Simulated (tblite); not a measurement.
Species: C2H6GeO2Se.
Atom-mapped SMILES: `[O:1]=[CH:2][O:3][CH2:4][GeH2:5][SeH:6]` (hydrogens: H7 on C2; H8, H9 on C4; H10, H11 on Ge5; H12 on Se6)

Computed with GFN2-xTB (tblite), gas phase: L-BFGS steps from a force-field or distance-geometry start until the largest atomic force falls under 0.01 eV/Å.

Geometry at step 81:
```
atom  x, y, z in Å
O1     -1.5229   -0.6520    1.2519
C2     -2.0638    0.1361    0.5235
O3     -1.5635    0.6015   -0.5847
C4     -0.2856    0.0992   -0.9664
Ge5     0.9231   -0.4197    0.5686
Se6     3.0585   -0.3044   -0.4418
H7     -3.0542    0.5780    0.7133
H8      0.1742    0.8843   -1.5692
H9     -0.4349   -0.7771   -1.6053
H10     0.8363   -1.8351    1.0521
H11     0.9015    0.5766    1.7030
H12     3.0323    1.1119   -0.6711
```

Task: Give the atomic forces at this geometry.

Result: 
```json
{"atom": "O1", "Fx (eV/Å)": "-0.030", "Fy (eV/Å)": "-0.078", "Fz (eV/Å)": "0.133"}
{"atom": "C2", "Fx (eV/Å)": "0.038", "Fy (eV/Å)": "0.081", "Fz (eV/Å)": "-0.076"}
{"atom": "O3", "Fx (eV/Å)": "-0.010", "Fy (eV/Å)": "0.029", "Fz (eV/Å)": "-0.061"}
{"atom": "C4", "Fx (eV/Å)": "-0.029", "Fy (eV/Å)": "0.025", "Fz (eV/Å)": "0.037"}
{"atom": "Ge5", "Fx (eV/Å)": "-0.009", "Fy (eV/Å)": "0.017", "Fz (eV/Å)": "0.001"}
{"atom": "Se6", "Fx (eV/Å)": "0.030", "Fy (eV/Å)": "-0.044", "Fz (eV/Å)": "0.024"}
{"atom": "H7", "Fx (eV/Å)": "0.026", "Fy (eV/Å)": "-0.051", "Fz (eV/Å)": "0.022"}
{"atom": "H8", "Fx (eV/Å)": "-0.015", "Fy (eV/Å)": "-0.009", "Fz (eV/Å)": "-0.021"}
{"atom": "H9", "Fx (eV/Å)": "0.014", "Fy (eV/Å)": "-0.001", "Fz (eV/Å)": "-0.007"}
{"atom": "H10", "Fx (eV/Å)": "-0.006", "Fy (eV/Å)": "0.006", "Fz (eV/Å)": "-0.032"}
{"atom": "H11", "Fx (eV/Å)": "-0.006", "Fy (eV/Å)": "0.003", "Fz (eV/Å)": "-0.019"}
{"atom": "H12", "Fx (eV/Å)": "-0.002", "Fy (eV/Å)": "0.021", "Fz (eV/Å)": "0.000"}
```

The largest, 0.16 eV/Å, acts on O1; the rms over all components is 0.040 eV/Å. The forces sum to zero within rounding, as they must for an isolated molecule in no field.

Task: Give the force on O1 in Eh/bohr and in nN.

Result: 0.157 eV/Å ÷ 51.422 = 0.00305 Eh/bohr, and 0.157 eV/Å × 1.602 = 0.25 nN.

Task: How far is this geometry from the end of the optimisation?

Result: 0.003 eV above it, and 0.034 Å rms away after alignment. The bonds farthest from their final lengths, with half the difference of the two atoms' forces along the bond (positive lengthens):

```
   bond  now (Å)  final (Å)  force along bond (eV/Å)
Ge5–H11    1.510      1.508                    -0.01
```

The angle farthest from its final value is C4–Ge5–Se6, 101.7° against 102.9°.

What follows is the cost of the whole relaxation. Time: 0.84 s of wall time. Hardware: Arm Neoverse N1, one thread, no GPU, shared host with 64 logical CPUs at a one-minute load of 46.
